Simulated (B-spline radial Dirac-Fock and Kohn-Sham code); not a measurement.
**K-line shifts caused by a second vacancy in Cu²⁺**

System: the Cu²⁺ ion in the configuration [Ar] 3d9, inside a Watson sphere of charge -2 and radius 1.6 Å (a model of the Madelung potential; inside it an electron's potential energy is raised by 18.0 eV).

The run's input, task.json:

```json
{"items": [{
  "Z": 29,
  "q": 2,
  "cfg": [[1, 0, 2], [2, 0, 2], [2, 1, 6], [3, 0, 2], [3, 1, 6], [3, 2, 9]],
  "A": 63,
  "rrms": 3.8823,
  "watson": [-2, 1.6],
  "do": ["binding", "quiet", "double"]
}]}
```

Run with: `python xray_run.py task.json out`

These are calculated numbers from a B-spline atomic structure program; the model is ΔSCF Dirac-Fock with Breit, self-energy and vacuum polarisation, finite nucleus, configuration average. Each two-hole energy is an average over J within one jj subconfiguration, not an observable level; in light atoms, where LS coupling holds, the j-resolved values are not observed lines, and for a K spectator the Kα1 hypersatellite is nearly forbidden. The model has no electron correlation.

Lines without a spectator: Kα2 (K-L2) 8026.7 eV, Kα1 (K-L3) 8046.8 eV, Kβ3 (K-M2) 8901.7 eV, Kβ1 (K-M3) 8904.3 eV. Shifts in eV with one spectator hole (a dash: not computed, or left out as unreliable):

```tsv
spectator hole	Kα2	Kα1	Kβ3	Kβ1
L2 (2p1/2)	+29.34	+35.9	–	+78.6
L3 (2p3/2)	+32.9	+31.7	+75.4	–
M2 (3p1/2)	–	+2.74	+5.20	+6.96
M3 (3p3/2)	+2.46	–	+6.48	+6.02
```

Problem. Where does the K-L3 hypersatellite lie, emitted when both K electrons are missing?

Solution. +310.2 eV from the normal line, at 8357.0 eV. Removing both K electrons costs 18408.8 eV, which is 412.6 eV more than twice the K binding energy. In light atoms the observed hypersatellite is the ¹S₀ → ¹P₁ component, which lies below this average, and the triplet component is nearly forbidden.

With n spectator holes in 2p, averaged over the 2p shell (energies in eV):

| n | KαLⁿ | step | hypersatellite KαʰLⁿ |
| --- | --- | --- | --- |
| 0 | 8040.1 | – | 8349.3 |
| 1 | 8073.1 | +33.0 | 8383.5 |
| 2 | 8107.1 | +34.0 | 8418.6 |
| 3 | 8142.1 | +35.0 | 8454.8 |
| 4 | 8178.2 | +36.1 | 8492.1 |
| 5 | 8215.4 | +37.2 | 8530.4 |
